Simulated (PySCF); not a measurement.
Compound: WO2Me2, C2H6O2W (singlet state).
Bonds: W1–O2, W1–O3, W1–C4, W1–C8. Hydrogens: H5, H6, H7 on C4; H9, H10, H11 on C8.

A GFN2-xTB structure was refined with PBE0-D3(BJ)/def2-SVP geometry optimisation, gas phase, def2 core potentials past Kr in PySCF. Its GFN2-xTB values:

| coordinate | GFN2-xTB |
| --- | --- |
| W1–O2 | 1.677 Å |
| W1–C4 | 2.269 Å |
| C4–H5 | 1.042 Å |
| O2–W1–O3 | 126.5° |
| O2–W1–C4 | 104.8° |
| O2–W1–C8 | 108.9° |
| C4–W1–C8 | 103.7° |

Problem. How do these coordinates change at the PBE0-D3(BJ)/def2-SVP level?

Solution. 
| coordinate | PBE0-D3(BJ)/def2-SVP (Å or °) | change |
| --- | --- | --- |
| W1–C4 | 2.107 | -0.162 |
| C4–H5 | 1.102 | +0.060 |
| W1–O2 | 1.703 | +0.026 |
| O2–W1–O3 | 109.9 | -16.6 |
| C4–W1–C8 | 113.6 | +9.9 |
| O2–W1–C4 | 108.5 | +3.7 |
| O2–W1–C8 | 108.6 | -0.3 |

The energy falls by 169.0 kJ/mol over 9 energy and gradient evaluations, the largest force component goes from 0.2364 to 3.6e-04 Eh/bohr, and the atoms move by 0.119 Å rms after alignment. The bond that changes most is W1–C4 (ends: tungsten bonded to 2 C and 2 O; carbon bonded to W and 3 H), which shortens by 0.162 Å. Bonds longer at the end by more than 0.005 Å: 5 of 10; shorter: 5. Among the dihedrals that turn most is O2–W1–C8–H9, from 162° to 177°. Rotational constants go from 3348, 2946, 2794 to 3576, 3020, 2841 MHz.

The run used 118 basis functions and 73 SCF cycles in all.

PBE0-D3(BJ)/def2-SVP frequencies: not computed here.
